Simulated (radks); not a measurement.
Values are calculated unless marked as measured or tabulated.
Effect of the nuclear size on neutral rubidium, [Kr] 5s1. Code: a radial shooting solver on a logarithmic mesh with Libxc functionals. Model: Dirac Kohn-Sham, LDA (Slater exchange, Perdew-Wang correlation), spin-unpolarised, spherical densities, finite nucleus; Fermi nuclear charge, rms radius 4.2036 fm. The rms radius is varied about that value; shifts are against it.

rms radius (fm)  total energy shift (eV)  density at nucleus (e/bohr^3)  1s1/2 shift (meV)  2s1/2 shift (meV)  3p1/2 shift (meV)  4s1/2 shift (meV)
3.4007                            -0.249                      5.567e+04               -106              -10.8              0.175             -0.204
3.9976                           -0.0685                      5.492e+04              -29.1              -2.97              0.048             -0.056
4.2036                                 0                      5.468e+04              0.000              0.000              0.000              0.000
4.4264                            0.0777                      5.445e+04               32.9               3.36             -0.055              0.064
5.099                              0.334                       5.38e+04                142               14.5             -0.235              0.274

Slopes of the eigenvalues against <r^2> in GHz/fm^2, as finite differences over the two radii next to the reference (eigenvalue slopes, not the field-shift constants of lines): 1s1/2 4150, 2s1/2 424, 3p1/2 -6.87, 4s1/2 8.01.
